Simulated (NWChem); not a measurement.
# C$_{2}$H$_{5}$F$_{2}$Sb; SMILES C[CH2][Sb]([F])[F]

```xyz
10

Sb     0.0000    -0.5792     0.2674
F     -1.4310    -0.2948    -1.0099
F      1.4319    -0.2944    -1.0085
C     -0.0010     1.4930     0.8785
C      0.0003     2.4332    -0.3167
H      0.8843     1.6332     1.5224
H     -0.8883     1.6327     1.5199
H     -0.8840     2.2634    -0.9482
H      0.8895     2.2681    -0.9426
H     -0.0035     3.4866     0.0059
```
Atoms are numbered in this order, from 1.

Program: NWChem. Medium grid unless said otherwise, to which SCAN and Minnesota functionals are sensitive. Geometry: optimised at PBE0/def2-SVP. No frequency run checked for a minimum. def2 effective core potentials on Sb; no spin-orbit coupling. Hybrids' shares of exact exchange are those that their runs print; pure functionals count as 0. The functionals differ in more than this share.

| row | share of exact exchange | highest occupied level (eV) |
|---|---|---|
| PBE/def2-SVP | 0.00 | -6.24 |
| B97-D/def2-SVP | 0.00 | -6.26 |
| B3LYP/def2-SVP | 0.20 | -7.26 |
| PBE0/def2-SVP | 0.25 | -7.50 |
| M05-2X/def2-SVP | 0.56 | withheld |

Fit a straight line of the last column on the one before it, predict the withheld value, and compare with the run.


1. Means of the 4 shown rows: x = 0.113, y = -6.815. Slope Σ(x − x̄)(y − ȳ)/Σ(x − x̄)² = -0.2603/0.05188 = -5.017; intercept -6.251.
2. The shown rows scatter about the line by 0.008 (root mean square); the largest residual is +0.01, at PBE/def2-SVP.
3. At x = 0.56 (M05-2X/def2-SVP; beyond the shown range) the line gives -9.06.
4. The run gives -8.79, +0.27 from the line.
